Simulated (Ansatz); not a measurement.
Program: Ansatz. Geometries: PBE0-D4/def2-TZVP. ΔE: electronic, gas phase. CCSD(T)/CBS is the MP2 limit (def2-TZVPP, def2-QZVPP) plus CCSD(T) − MP2 in def2-TZVPP, frozen cores. This one scheme is used for every species. Functionals use def2-TZVPP. Each species was taken in one conformer, which may not be the lowest.

Reaction (ligand exchange at the Si–N bond): `O[SiH](O)N[SiH2]F` + NH₃ → `N[SiH](O)O` + `N[SiH2]F`

| level | ΔE (kJ/mol) |
| --- | --- |
| PBE0-D4 | 8.6 |
| SCS-MP2/def2-TZVPP | 8.3 |

(1) What does CCSD(T)/CBS give? (Best estimate.)

Largest T1 diagnostic among the species: 0.012.

Results:

(1) The calculation gave: +9.4 kJ/mol. The listed levels differ from it by -0.8, -1.1 kJ/mol.

The D4 term adds +8.4 kJ/mol with B3LYP and +4.9 kJ/mol with PBE0; it sums over pairs of atoms, weighted by their polarisabilities, and B3LYP, whose exchange is more repulsive, gets the larger term. In def2-TZVPP, CCSD(T) changes the Hartree–Fock value by +8.1 kJ/mol (the triples alone add +1.6 kJ/mol) and MP2 by +7.5 kJ/mol.

B3LYP here is the variant with VWN-RPA as its local correlation; programs differ in this.
